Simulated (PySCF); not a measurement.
**Electron correlation in O²⁺ (oxygen, charge +2)**

[He] 2s2 2p2, high-spin 3P determinant. Calculation: PySCF 2.14, in def2-QZVPPD (8s5p4d2f1g, 66 functions); the non-relativistic Hamiltonian (point nucleus). Frozen: 1s2; 4 electrons correlated.

| level | correlation energy (mhartree) |
| --- | --- |
| CCSD | -101.99 |
| (T) | -1.51 |
| CCSD(T) | -103.50 |

Diagnostics: T1 = 0.0049, D1 = 0.0097, largest double amplitude 0.122.

Cost of the coupled-cluster step: about 5 core-seconds, for 4 correlated electrons.

Iterations:

```
CC2 = 0
CCSD nocc = (np.int64(3), np.int64(1)), nmo = (65, 65)
frozen orbitals [[0], [0]]
max_cycle = 100
direct = 0
conv_tol = 1e-08
conv_tol_normt = 1e-06
diis_space = 8
diis_start_cycle = 0
Init t2, MP2 energy = -0.0813479735594418
Init E_corr(UCCSD) = -0.0813479735598235
cycle = 1  E_corr(UCCSD) = -0.0947476542969947  dE = -0.0133996807  norm(t1,t2) = 0.0358222
cycle = 2  E_corr(UCCSD) = -0.0988587907685348  dE = -0.00411113647  norm(t1,t2) = 0.0161978
cycle = 3  E_corr(UCCSD) = -0.102050028205379  dE = -0.00319123744  norm(t1,t2) = 0.00801945
cycle = 4  E_corr(UCCSD) = -0.101974236458543  dE = 7.57917468e-05  norm(t1,t2) = 0.000772664
cycle = 5  E_corr(UCCSD) = -0.101988278848389  dE = -1.40423898e-05  norm(t1,t2) = 9.62295e-05
cycle = 6  E_corr(UCCSD) = -0.101985083497514  dE = 3.19535088e-06  norm(t1,t2) = 1.40351e-05
cycle = 7  E_corr(UCCSD) = -0.101986264538978  dE = -1.18104146e-06  norm(t1,t2) = 3.22939e-06
cycle = 8  E_corr(UCCSD) = -0.101986007548546  dE = 2.56990432e-07  norm(t1,t2) = 7.39328e-07
cycle = 9  E_corr(UCCSD) = -0.101985998778509  dE = 8.77003675e-09  norm(t1,t2) = 8.64688e-08
UCCSD converged
E(UCCSD) = -73.20807383364674  E_corr = -0.1019859987785094
UCCSD(T) correction = -0.00150786232083863
```
